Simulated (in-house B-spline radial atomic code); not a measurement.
Zr IV (Zr3+) is squeezed into an impenetrable sphere of radius R (the orbitals vanish at R). No spin polarisation. Caution: exact exchange at fractional occupations of open shells leaves self-interaction of up to several eV. Level of theory: non-relativistic B3LYP, spherical fractional occupations, point nucleus; calculated with a B-spline radial code for spherical atoms.

Energies in eV above the free ion in [Kr] 4d1:

| R (bohr) | highest level (eV) | [Kr] 4d1 | [Ar] 3d9 4s2 4p6 4d1 4f1 | [Ar] 3d10 4s2 4p5 4d1 4f1 | -dE/dV in [Kr] 4d1 (GPa) |
| --- | --- | --- | --- | --- | --- |
| 9.45 | -27.7 | 0 | 214.1 | 53.49 | 1.01e-05 |
| 6.16 | -27.7 | 0.008436 | 215.1 | 54.45 | 0.0416 |
| 5.26 | -27.6 | 0.05749 | 216.3 | 55.71 | 0.375 |
| 4.28 | -27.1 | 0.45 | 219.5 | 59.05 | 4.52 |
| 3.83 | -26.3 | 1.206 | 222.4 | 62.25 | 16 |
| 2.85 | -19.2 | 13.23 | 243.1 | 84.47 | 368 |
| 2.56 | -13.1 | 28.76 | 262.8 | 105.1 | 1030 |
| 2.34 | -5.44 | 52.68 | 290.8 | 133.8 | 2300 |
| 1.75 | 46 | 286.5 | 546.4 | 382.7 | 24100 |
| 1.25 | 211 | 1408 | 1729 | 1488 | 268000 |

(1) Does [Ar] 3d9 4s2 4p6 4d1 4f1 fall below [Kr] 4d1 under compression?

(2) Does [Ar] 3d10 4s2 4p5 4d1 4f1 fall below [Kr] 4d1 under compression?

The highest level is first positive in the row R = 1.75 bohr, pushed up by confinement above the zero of the free ion's potential. Each configuration is held fixed and needn't be the lowest in the sphere.

## Answers

(1) No, it stays above over the whole range.

(2) No, it stays above over the whole range.
